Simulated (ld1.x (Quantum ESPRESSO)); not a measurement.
mercury, RRKJ: configuration errors across variants

```
Element                 : mercury (Hg)
Generator               : ld1.x (Quantum ESPRESSO) 7.5
Type                    : norm-conserving RRKJ (Kleinman–Bylander form)
Functional              : PBE
Relativity              : scalar-relativistic
Frozen core             : [Kr] 4d10 4f14 5s2
Valence charge          : 18
Reference configuration : 5p6 5d10 6s2 6p0
Partial waves           : 5p (bound): rc 1.85 bohr; 5d (bound): rc 1.65 bohr; 6s (bound): rc 2.20 bohr
Local potential         : the s channel
Core correction         : none
```

All-electron excitation energies from the reference (eV): (1) 5p6 5d10 6s1 6p0 10.688; (2) 5p6 5d10 6s0 6p0 29.663; (3) 5p6 5d9 6s0 6p0 65.189; (4) 5p6 5d10 6s1.5 6p0 4.356; (5) 5p6 5d9 6s2 6p1 10.372; (6) 5p6 5d8 6s0 6p0 114.945.

Errors AE − PS in meV (a dash: test not solved or not reliable):

| change | (1) | (2) | (3) | (4) | (5) | (6) | bound ghosts |
| --- | --- | --- | --- | --- | --- | --- | --- |
| base | -11 | -47 | -81 | -3.0 | -782 | -249 | none |
| wave 5p (bound): rc 1.85 bohr becomes 5p (bound): rc 1.24 bohr | -11 | -47 | -81 | -3.0 | -797 | -252 | none |
| wave 5p (bound): rc 1.85 bohr becomes 5p (bound): rc 1.40 bohr | -11 | -47 | -81 | -3.0 | -793 | -251 | none |
| wave 5p (bound): rc 1.85 bohr becomes 5p (bound): rc 1.68 bohr | -11 | -47 | -81 | -3.0 | -784 | -249 | none |
| wave 5p (bound): rc 1.85 bohr becomes 5p (bound): rc 1.84 bohr | -11 | -47 | -81 | -3.0 | -782 | -249 | none |
| wave 5p (bound): rc 1.85 bohr becomes 5p (bound): rc 2.06 bohr | -11 | -47 | -82 | -3.0 | -796 | -253 | none |
| wave 5p (bound): rc 1.85 bohr becomes 5p (bound): rc 2.28 bohr | -11 | -49 | -88 | -3.0 | -844 | -268 | none |
| wave 5p (bound): rc 1.85 bohr becomes 5p (bound): rc 2.82 bohr | -16 | -82 | -159 | -3.9 | -1191 | -385 | none |

(1) Give the same row for: wave 5p (bound): rc 1.85 bohr becomes 5p (bound): rc 2.54 bohr.

## Answers

(1) -12, -59, -113, -3.3, -990, -316; bound ghosts: none.
